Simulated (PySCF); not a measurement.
An unknown is described by computed data only.

Formula: C4H6O2S.

* Polarisability: 68.5 au [CAM-B3LYP/def2-SVPD]
* Rotational structure: rotational constants A, B, C: 4.067, 2.127, 1.955 GHz [GFN2-xTB]
* UV, strongest line: among the 8 lowest singlet transitions: S2 at 6.84 eV (181 nm, f = 0.153) [TDDFT CAM-B3LYP/def2-SVPD]
* 13C NMR: chemical shifts (computed TMS as zero) by class: 144.5 (1 C), 142.4 (1 C), 54.1 (1 C), 29.2 (1 C) ppm [GIAO PBE0/pcSseg-1]
* Dipole: 5.81 D [CAM-B3LYP/def2-SVPD]
* Triplet: lowest triplet excitation (Tamm–Dancoff): 4.46 eV [TDA CAM-B3LYP/def2-SVPD]
* UV, first state: lowest singlet excitation: 6.44 eV (193 nm, f = 0.003) [TDDFT CAM-B3LYP/def2-SVPD]
* 1H NMR: chemical shifts (computed TMS as zero) by class: 6.88 (1 H), 6.55 (1 H), 2.89 (2 H), 2.81 (2 H) ppm [GIAO PBE0/pcSseg-1]
* NMR, other nuclei: isotropic shieldings of nuclei other than C and H, by class: 88 (2 O), 153 (1 S) ppm [GIAO PBE0/pcSseg-1]

Electronic properties: PySCF, gas phase, density fitting. Levels stand in brackets. Geometry: GFN2-xTB, one conformer, isolated molecule. Each NMR value is the plain mean over a class of atoms that symmetry, rotation or inversion makes alike.

Question: What is the compound? Reason from the data.

Answer: Numbering: `[O:1]=[S:2]1(=[O:3])[CH:4]=[CH:5][CH2:6][CH2:7]1`. 4 carbons fall into 4 classes; from least to most shielded: alkene CH carbon [C4] (144.5 ppm), alkene CH carbon [C5] (142.4 ppm), ring sp3 carbon bound to sulfur [C7] (54.1 ppm), allylic carbon [C6] (29.2 ppm). Hydrogen classes from least to most shielded: 1 H on an alkene CH carbon, C4 (6.88 ppm), 1 H on an alkene CH carbon, C5 (6.55 ppm), 2 H on an sp3 carbon bound to sulfur, C7 (2.89 ppm), 2 H on an allylic carbon, C6 (2.81 ppm). The other shieldings belong to: 88 ppm, sulfonyl oxygen [O1/O3]; 153 ppm, sulfonyl sulfur [S2]. The optimised geometry has point group C1 and is an asymmetric top. Structure: 2,3-dihydrothiophene 1,1-dioxide, `O=S1(=O)C=CCC1`. Computed isomers that give other values at the same levels: `C=CS(=O)(=O)C=C` (lowest singlet excitation: 5.86 eV (211 nm, f = 0.002)); `CS(=O)(=O)C1=CC1` (13C chemical shifts (computed TMS as zero) by class: 132.6 (1 C), 120.0 (1 C), 49.4 (1 C), 16.2 (1 C) ppm); `OC[C@@H]1COC1=S` (13C chemical shifts (computed TMS as zero) by class: 227.6 (1 C), 74.7 (1 C), 70.9 (1 C), 62.6 (1 C) ppm). The assignments are read from this structure; whether some other isomer fits the data as well wasn't checked.
